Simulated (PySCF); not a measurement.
# One reaction down a group: Si, Ge, Sn, Pb

The same gas-phase reaction for Si, Ge, Sn, Pb:
- 2 SiI₂ + 2 Cl → SiI₄ + SiCl₂
- 2 GeI₂ + 2 Cl → GeI₄ + GeCl₂
- 2 SnI₂ + 2 Cl → SnI₄ + SnCl₂
- 2 PbI₂ + 2 Cl → PbI₄ + PbCl₂

Energies from PySCF, thermal terms from the rigid-rotor harmonic-oscillator model, ideal gas at 1 bar. S°(298 K) at PBE0/def2-TZVP differs from the NASA 1993 table for PbI₂ (-6 J/mol/K); whether the harmonic model or the table's entry is off was not settled. † marks an energy on the PBE0/def2-TZVP geometry and frequencies. MP2 freezes the core. Open shells (unrestricted): Cl (multiplicity 2, electronic degeneracy 6); the rest are closed-shell singlets. Spin-orbit splitting is ignored; it lowers the true energy and changes the entropy of Cl. I, Pb, Sn: scalar-relativistic def2 core potential, no spin-orbit coupling. Ge: all electrons, no relativistic terms. MP2 isn't extrapolated to the basis-set limit. The harmonic model lacks anharmonicity and excited electronic states, which grow with temperature; levels with a mode under 35 cm⁻¹ are left out. Soft modes under 120 cm⁻¹ make the harmonic entropy rough for SiI₂, SiI₄, GeI₂, GeI₄, SnI₂, SnI₄, SnCl₂, PbI₂, PbI₄, PbCl₂.

ΔH°(298 K) in kJ, by level:

```json
[
 {"level": "ωB97M-V/def2-TZVP†", "Si": "-727.2", "Ge": "-607.6", "Sn": "-568.9", "Pb": "-433.2"},
 {"level": "MP2/def2-SVP†", "Si": "-676.1", "Ge": "-573.1", "Sn": "-524.5", "Pb": "-378.6"},
 {"level": "PBE0/def2-QZVP†", "Si": "-703.7", "Ge": "-583.2", "Sn": "-544.2", "Pb": "-414.4"},
 {"level": "BLYP/def2-TZVP†", "Si": "-623.0", "Ge": "-505.6", "Sn": "-475.1", "Pb": "-374.5"},
 {"level": "HF/def2-TZVP†", "Si": "-540.6", "Ge": "-428.8", "Sn": "-390.5", "Pb": "-228.4"}
]
```

At ωB97M-V/def2-TZVP†, ΔH° rises from Si to Pb, over a range of 294.0 kJ; the steps are +119.6, +38.7, +135.7 kJ. 5 of the 5 levels shown give the same order. The levels scatter most for Pb (204.8 kJ between the highest and the lowest) and least for Sn (178.4 kJ). ΔS°(298 K) runs from -283.3 to -266.3 J/K, so TΔS° at 298 K spreads over 5.1 kJ among the members, against 294.0 kJ for ΔH°.

Free energies at ωB97M-V/def2-TZVP†:

```json
[
 {"member": "Si", "ΔS°(298 K), J/K": "-283.3", "ΔG°(298 K), kJ": "-643", "ΔG°(800 K), kJ": "-502", "ΔG° changes sign": "none from 298 to 2500 K"},
 {"member": "Ge", "ΔS°(298 K), J/K": "-279.7", "ΔG°(298 K), kJ": "-524", "ΔG°(800 K), kJ": "-385", "ΔG° changes sign": "2000 to 2500 K"},
 {"member": "Sn", "ΔS°(298 K), J/K": "-272.6", "ΔG°(298 K), kJ": "-488", "ΔG°(800 K), kJ": "-352", "ΔG° changes sign": "2000 to 2500 K"},
 {"member": "Pb", "ΔS°(298 K), J/K": "-266.3", "ΔG°(298 K), kJ": "-354", "ΔG°(800 K), kJ": "-222", "ΔG° changes sign": "1600 to 1800 K"}
]
```

The NASA 1993 table, where it holds all species, gives ΔH°(298 K) = -635 kJ for Pb; its entries are part measured, part old estimates, and weren't checked at source. The levels and the table disagree on Pb(II) against Pb(IV) halides; the missing spin-orbit coupling or old entries may matter.
